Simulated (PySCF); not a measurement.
# AsF⁺: energy against distance

Set-up: PySCF, no relativity, basis sets As def2-TZVPPD, F def2-TZVPPD. Energies in eV from As⁺ + F in their ground configurations at the same level. State: ²Π (doublet), unpaired electrons π ↑.

```csv
R (Å),UHF-CCSD(T)
1.498,-3.815
1.564,-4.320
1.614,-4.497
1.664,-4.548
1.714,-4.503
1.780,-4.333
1.864,-4.003
1.964,-3.508
```

Q: Put a parabola through the three lowest points of the UHF-CCSD(T) curve and estimate Re, k and ωe (reduced mass 15.16 u; 1 eV/Å² = 0.16022 mdyn/Å; ωe = 1302.8·√(k/μ) cm⁻¹).

A: Through R = 1.614, 1.664, 1.714 Å the second-order coefficient is 19.2 eV/Å², so Re ≈ 1.666 Å, k ≈ 6.15 mdyn/Å and ωe ≈ 830 cm⁻¹. A polynomial fit of higher order to the unrounded UHF-CCSD(T) energies gives Re = 1.663 Å, k = 6.18 mdyn/Å, ωe = 832 cm⁻¹; anharmonicity and rounding make the difference.

The higher-order fit for each curve: UHF-CCSD(T): Re = 1.663 Å, ωe = 832 cm⁻¹, De = 4.55 eV.

Correlated steps freeze 10 core orbitals. Spin–orbit coupling is left out. For an ion De counts to the pair picked by the measured ionisation energies or electron affinities, which need not be the lowest pair at this level. The state was picked by a PBE0 search and need not be the measured ground state.
